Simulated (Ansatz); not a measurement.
```yaml
crystal:
  periodic: [false, false, false]
  atoms:
    - {symbol: O, position_ang: [0.267636, 0.857529, 1.458464]}
    - {symbol: B, position_ang: [0.498396, -0.146793, 0.607501]}
    - {symbol: Cl, position_ang: [1.689895, -1.367083, 1.041718]}
    - {symbol: C, position_ang: [-0.237353, -0.309992, -0.776607]}
    - {symbol: Cl, position_ang: [-1.411471, 1.007743, -1.065886]}
    - {symbol: H, position_ang: [-0.404615, 1.458866, 1.107272]}
    - {symbol: H, position_ang: [-0.783860, -1.253188, -0.823872]}
    - {symbol: H, position_ang: [0.473572, -0.304181, -1.604289]}
basis:
  gaussian: {orbitals: aug-cc-pVTZ, final_grid: {core_spheres: 1, valence_spheres: 1, degree: 3}}
hamiltonian: {xc: {name: r2SCAN}}
accuracy: high
output: {forces: true}
```

```sh
$ ansatz run in.yaml --threads 2 --pin off --events-out ev --progress --plain --max-ram 4352MiB
```

It prints (some lines left out):

```
Functional definition: r2SCAN
4604 factors; integrals over basis functions are off by at most 3.4e-9 eV
mean field evaluation 1: about -28845.2260 eV, gradient 7.5e1 eV
mean field evaluation 2: about -28821.7068 eV, gradient 1.3e2 eV
mean field evaluation 4: about -28856.1519 eV, gradient 1.2e1 eV
mean field evaluation 16: about -29533.0804 eV, gradient 9.4e1 eV
mean field evaluation 32: about -29672.9637 eV, gradient 6.1e0 eV
mean field -29673.04997845 eV, -1090.4644735923 hartree, gradient 2.8e-8 eV, S^2 0.000000; 0 other end points of the search recorded, 0 dependent functions left out
reference -29673.04997846 eV, -1090.4644735928 hartree; 28, 28 occupied and 279, 279 virtual orbitals, 4604 factors
Total energy: -29673.04997846 eV, -1090.4644735928 hartree
Atom 0 at     0.267636     0.857529     1.458464 Å, force    33.126539  -154.930885  -135.388182 eV/Å
Atom 1 at     0.498396    -0.146793     0.607501 Å, force   -69.177880   146.735431    67.036248 eV/Å
Atom 2 at     1.689895    -1.367083     1.041718 Å, force   -74.892402   100.745937     2.101930 eV/Å
Atom 3 at    -0.237353    -0.309992    -0.776607 Å, force   -23.554410    51.430900    24.839100 eV/Å
Atom 4 at    -1.411471     1.007743    -1.065886 Å, force    69.834447   -57.515567    42.638782 eV/Å
Atom 5 at    -0.404615     1.458866     1.107272 Å, force    58.463778   -59.332712    22.051175 eV/Å
Atom 6 at    -0.783860    -1.253188    -0.823872 Å, force     6.360866   -11.087806   -13.662036 eV/Å
Atom 7 at     0.473572    -0.304181    -1.604289 Å, force    -0.160938   -16.045299    -9.617017 eV/Å
Dipole moment:    -1.248889    -1.083539    -3.328014 e Å
```

Task: Something in this input is off. What?

Result: The integration grid is far too coarse. The run converged. The result belongs to that input, not to the molecule as meant.
